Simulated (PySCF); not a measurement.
Z-matrix (Å, degrees):
```
Si
Si 1 2.1154
H 2 1.4877 1 149.15
Si 2 2.2734 3 147.65 1 -179.76
H 4 1.4906 2 121.81 3 71.70
H 4 1.4906 5 107.53 2 147.92
Si 1 2.3292 2 149.89 3 0.63
H 7 1.4849 1 108.86 2 -9.79
H 7 1.4856 8 109.96 1 119.78
H 7 1.4859 8 109.83 9 120.22
```
Charge 0, multiplicity 1.

Q: Estimate the total energy, dipole moment and HOMO–LUMO gap that PBE0-D3(BJ)/def2-TZVP in PySCF returns for this input.

A: 
The total energy is -1161.0556 Ha, the dipole moment is 0.90 D and the HOMO–LUMO gap is 4.12 eV.
